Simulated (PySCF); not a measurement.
Job file and geometry (Å, from GFN2-xTB) of an NMR shielding run on `ClC[C@@H]1C=CCC[Si@@H]1Cl`, C6H10Cl2Si, GIAO PBE0/pcSseg-1 NMR shielding, non-relativistic, gas phase (PySCF); density fitting, a coarse starting grid and PySCF grid level 2 are the driver's defaults:

```
$ OMP_NUM_THREADS=1 python probes_run.py task.json out

{"job": {"kind": "nmr", "xc": "PBE0", "basis": "pcSseg-1"}, "charge": 0, "multiplicity": 1}
Cl     3.589493    -0.426135     0.951691
C      2.378705     0.168999    -0.224797
C      1.022188     0.396289     0.425999
C      0.454165    -0.908651     0.913442
C     -0.751608    -1.410232     0.700043
C     -1.877132    -0.819431    -0.096368
C     -1.868480     0.710071    -0.158375
Si    -0.173545     1.321719    -0.746691
Cl     0.148881     0.765048    -2.663251
H      2.317964    -0.580522    -1.013186
H      2.783814     1.095732    -0.630759
H      1.189428     1.024796     1.309275
H      1.150444    -1.485340     1.509922
H     -0.975201    -2.381540     1.123566
H     -2.823251    -1.161694     0.331584
H     -1.826013    -1.223918    -1.113371
H     -2.077369     1.103983     0.836412
H     -2.675074     1.048854    -0.808484
H      0.002789     2.771222    -0.654111
```

Task: Write the output of this run.

Result: 
```
coarse grid: 17592 points
cycle   1  E = -1443.7031927275  dE =  1.094e+00  |g| = 4.532e-01  |ddm| = 4.064e+00
cycle   2  E = -1443.6970234762  dE =  6.169e-03  |g| = 4.948e-01  |ddm| = 9.897e-01
cycle   3  E = -1443.7591889167  dE = -6.217e-02  |g| = 5.321e-02  |ddm| = 5.466e-01
cycle   4  E = -1443.7597528567  dE = -5.639e-04  |g| = 2.622e-02  |ddm| = 8.318e-02
cycle   5  E = -1443.7599048099  dE = -1.520e-04  |g| = 8.125e-03  |ddm| = 3.131e-02
cycle   6  E = -1443.7599190780  dE = -1.427e-05  |g| = 3.387e-03  |ddm| = 1.097e-02
cycle   7  E = -1443.7599217288  dE = -2.651e-06  |g| = 8.088e-04  |ddm| = 3.510e-03
final grid: 156392 points
cycle   8  E = -1443.8117897493  dE = -4.785e-05  |g| = 8.899e-03  |ddm| = 3.311e-02
cycle   9  E = -1443.8117809935  dE =  8.756e-06  |g| = 1.034e-02  |ddm| = 1.735e-02
cycle  10  E = -1443.8118085395  dE = -2.755e-05  |g| = 1.111e-03  |ddm| = 1.035e-02
cycle  11  E = -1443.8118087756  dE = -2.361e-07  |g| = 2.452e-04  |ddm| = 1.502e-03
cycle  12  E = -1443.8118087901  dE = -1.451e-08  |g| = 6.535e-05  |ddm| = 3.434e-04
cycle  13  E = -1443.8118087910  dE = -9.495e-10  |g| = 2.598e-05  |ddm| = 9.005e-05
converged SCF energy = -1443.8118087910

GIAO shielding tensors (ppm)
atom      isotropic    diamagn.    paramagn.     s11        s22        s33       span
  0 Cl     864.522    1145.447    -280.925    663.008    847.544   1083.014    420.007
  1 C      133.007     244.830    -111.823     99.506    135.032    164.481     64.975
  2 C      154.454     252.305     -97.851    137.090    156.284    169.987     32.897
  3 C       52.485     255.022    -202.537    -64.558     60.562    161.451    226.009
  4 C       49.587     254.011    -204.424    -61.271     53.732    156.301    217.572
  5 C      162.654     248.987     -86.333    151.652    161.222    175.089     23.437
  6 C      171.605     252.725     -81.120    168.187    168.740    177.888      9.701
  7 Si     349.783     878.525    -528.742    301.066    358.976    389.308     88.242
  8 Cl    1009.582    1148.948    -139.366    985.108   1002.275   1041.364     56.256
  9 H       28.150      28.959      -0.809     20.979     29.217     34.255     13.276
 10 H       27.800      28.220      -0.420     19.867     30.411     33.123     13.256
 11 H       29.857      31.218      -1.361     25.991     29.039     34.543      8.552
 12 H       25.199      31.093      -5.894     20.689     24.215     30.694     10.005
 13 H       25.586      30.529      -4.943     22.486     26.281     27.990      5.505
 14 H       29.224      29.377      -0.153     23.494     27.636     36.542     13.048
 15 H       29.184      30.354      -1.171     25.567     27.939     34.045      8.478
 16 H       30.828      31.099      -0.271     27.020     27.901     37.564     10.543
 17 H       30.662      29.382       1.281     26.354     27.869     37.763     11.409
 18 H       26.478      28.231      -1.752     22.803     24.227     32.405      9.603
```

Task: Turn these shieldings into chemical shifts. References, each an isolated molecule treated in the same way: ³⁵Cl (949.78 ppm) vs HCl; ¹³C (186.93 ppm) and ²⁹Si (349.16 ppm) and ¹H (31.72 ppm) against TMS.

Result: Averaging equivalent atoms: Cl 0: 85; Cl 8: -60; C 4: 137.3; C 3: 134.4; C 1: 53.9; C 2: 32.5; C 5: 24.3; C 6: 15.3; Si 7: -0.6; H 12: 6.52; H 13: 6.13; H 18: 5.24; H 10: 3.92; H 9: 3.57; H 15: 2.53; H 14: 2.49; H 11: 1.86; H 17: 1.05; H 16: 0.89 ppm. 

Size and cost of the density-fitted run: 224 basis functions, 2.3 min wall time on 1 thread of an Intel Xeon, shared host; peak memory 1.1 GiB.
